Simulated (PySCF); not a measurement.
C8H10N2S.
Cartesian coordinates in Å at the GFN2-xTB level; atoms count from 1:
```xyz
21
C8H10N2S angstrom
C      5.1782   -0.1601   -0.2230
C      4.0113    0.0682   -0.0494
C      2.6413    0.2840    0.1252
N      2.1074    1.3142    0.6887
N      0.7913    1.2801    0.7299
C      0.2590    0.2345    0.2061
C     -1.2073   -0.0352    0.1314
C     -1.6140   -0.1734   -1.3407
C     -1.5125   -1.3400    0.8772
C     -1.9595    1.1292    0.7779
S      1.4495   -0.8902   -0.4352
H      6.2028   -0.3357   -0.3626
H     -1.3757    0.7349   -1.8900
H     -2.6846   -0.3487   -1.4120
H     -1.0952   -1.0081   -1.8084
H     -0.9927   -2.1785    0.4173
H     -2.5813   -1.5382    0.8499
H     -1.2009   -1.2673    1.9170
H     -1.7328    2.0578    0.2621
H     -3.0305    0.9496    0.7318
H     -1.6627    1.2400    1.8168
```

NICS is the negative of the GIAO shielding at a point without a nucleus: at the ring centre (0) and 1 Å above and below it (1); zz is the component along the ring normal. Level: GIAO PBE0/pcSseg-1 (PySCF, non-relativistic, gas phase) on the GFN2-xTB geometry, one conformer.

Ring bond lengths (Å), with Mayer bond orders in brackets: C3–N4 1.290 (1.64), N4–N5 1.317 (1.20), N5–C6 1.285 (1.67), C6–S11 1.759 (1.10), S11–C3 1.764 (1.08).

Problem. Give the NICS values of each ring in ppm.

Solution. 
```
           ring                                                       type  NICS(0)  NICS(1), two faces  NICS(1)zz, two faces  rms pucker (Å)  centre to ring atoms, mean (Å)
C3–N4–N5–C6–S11  5-membered ring with 2 N and S; formal bonds all aromatic    -11.7       -11.6 / -11.6         -24.4 / -24.4            0.00                            1.25
```

Problem. What can be read from them?

Solution. 
- C3–N4–N5–C6–S11: mean NICS(1)zz -24.4 ppm, shielded, aromatic by this magnetic criterion (flat ring, no four-coordinate atom).

Problem. How equal are the bonds by HOMA? HOMA = 1 − mean of α(R − Ropt)² over the ring bonds, with Krygowski's 1993 parameters (CN: Ropt 1.334 Å, α 93.52 Å⁻²; CS: Ropt 1.677 Å, α 94.09 Å⁻²; NN: Ropt 1.309 Å, α 130.33 Å⁻²).

Solution. 
- C3–N4–N5–C6–S11: HOMA 0.65; the largest term is that of S11–C3, α(R − Ropt)² = 0.72.

Hardware: Arm Neoverse V1, one thread (shared host). Cost: 78 s of wall time (grids of density and orbitals included), 1.1 GiB resident at most. This is the whole shielding run at PBE0/pcSseg-1, SCF included.
